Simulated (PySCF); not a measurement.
A PySCF script (with the pyscf-properties extension) for the NMR shieldings of `CO/C(B(C)C)=[C](\C)[AlH2]`, C6H14AlBO, on a GFN2-xTB geometry:

```python
import basis_set_exchange as bse
import numpy as np
from pyscf import gto, dft
from pyscf.prop import nmr

atoms = """
C     0.519279   -2.337618    1.332902
O     1.110123   -1.497626    0.376028
C     0.393457   -0.415869   -0.082192
B    -0.802435    0.262370    0.629695
C    -0.965904    0.340758    2.203830
C    -1.893940    1.017409   -0.243076
C     0.889033    0.242310   -1.176275
C     2.207881   -0.230005   -1.746446
Al   -0.060944    1.784730   -1.982111
H     1.035671   -3.295882    1.261034
H     0.643971   -1.943468    2.345681
H    -0.546620   -2.484993    1.134690
H    -1.554782   -0.499141    2.574444
H    -1.495090    1.241435    2.509207
H    -0.019221    0.319256    2.738507
H    -1.815379    0.815737   -1.323671
H    -1.817239    2.100959   -0.104577
H    -2.907131    0.749909    0.058989
H     3.023851    0.016429   -1.066374
H     2.400671    0.245869   -2.709376
H     2.203316   -1.312656   -1.870448
H    -0.571203    1.679696   -3.446311
H     0.017882    3.227375   -1.404073
"""
names = dict.fromkeys(["C", "O", "B", "Al", "H"], "pcSseg-1")
basis = {el: gto.basis.parse(bse.get_basis(n, elements=[el], fmt="nwchem")) for el, n in names.items()}
mol = gto.M(atom=atoms, basis=basis, charge=0, verbose=0)
mf = dft.RKS(mol, xc="PBE0")
mf.grids.level = 2
mf.grids.alignment = dft.numint.BLKSIZE   # the property module wants whole blocks of grid points
mf.conv_tol = 1e-9
mf.kernel()

calc = nmr.RKS(mf)   # GIAO
C = mf.mo_coeff
Co = C[:, mf.mo_occ > 0]
resp = mf.gen_response(singlet=True, hermi=2)
def vind(x):   # induced exchange potential for any number of trial vectors
    d = np.einsum("pi,xij,qj->xpq", C, 2 * x.reshape(-1, C.shape[1], Co.shape[1]), Co, optimize=True)
    return np.einsum("xpq,pi,qj->xij", resp(d - d.transpose(0, 2, 1)), C, Co, optimize=True).ravel()
mo1, _ = nmr.rhf.solve_mo1(calc, with_cphf=vind)
sigma = calc.kernel(mo1)
for i, s in enumerate(sigma):   # ppm
    w = np.linalg.eigvalsh((s + s.T) / 2)
    print("%2d %-2s iso %8.1f  s11 %8.1f  s22 %8.1f  s33 %8.1f" % (i, mol.atom_pure_symbol(i), w.mean(), *w))
```

**Question.** What does it print?

**Answer.** 
```
 0 C  iso    126.0  s11     98.1  s22    102.5  s33    177.5
 1 O  iso    206.1  s11     56.9  s22    257.7  s33    303.7
 2 C  iso     -4.6  s11   -109.3  s22      6.9  s33     88.5
 3 B  iso     34.4  s11    -24.8  s22     12.0  s33    116.0
 4 C  iso    175.8  s11    158.4  s22    179.6  s33    189.5
 5 C  iso    175.0  s11    161.4  s22    162.8  s33    200.7
 6 C  iso     26.8  s11    -57.9  s22    -29.4  s33    167.9
 7 C  iso    169.6  s11    149.7  s22    177.8  s33    181.3
 8 Al iso    363.2  s11    323.3  s22    360.8  s33    405.6
 9 H  iso     27.5  s11     23.2  s22     26.1  s33     33.2
10 H  iso     27.3  s11     23.1  s22     26.9  s33     32.0
11 H  iso     28.3  s11     25.3  s22     26.9  s33     32.6
12 H  iso     31.0  s11     27.1  s22     29.5  s33     36.3
13 H  iso     30.7  s11     26.4  s22     30.0  s33     35.8
14 H  iso     30.6  s11     26.3  s22     30.1  s33     35.5
15 H  iso     31.8  s11     28.0  s22     31.7  s33     35.7
16 H  iso     30.0  s11     25.2  s22     30.2  s33     34.7
17 H  iso     29.9  s11     25.8  s22     28.3  s33     35.6
18 H  iso     29.8  s11     25.5  s22     27.8  s33     36.1
19 H  iso     29.8  s11     25.0  s22     29.3  s33     35.1
20 H  iso     29.1  s11     24.4  s22     28.8  s33     34.1
21 H  iso     26.7  s11     24.0  s22     25.0  s33     31.3
22 H  iso     26.9  s11     23.8  s22     26.1  s33     31.0
```

These numbers come from an equivalent density-fitted implementation of the same equations, which agrees with the script to about 0.01 ppm for H and up to a few tenths of a ppm for heavy atoms, so last digits may differ.

Size and cost of the density-fitted run: 230 basis functions, 87 s wall time on 1 thread of an Intel Xeon Platinum 8259CL, shared host; peak memory 1 GiB.
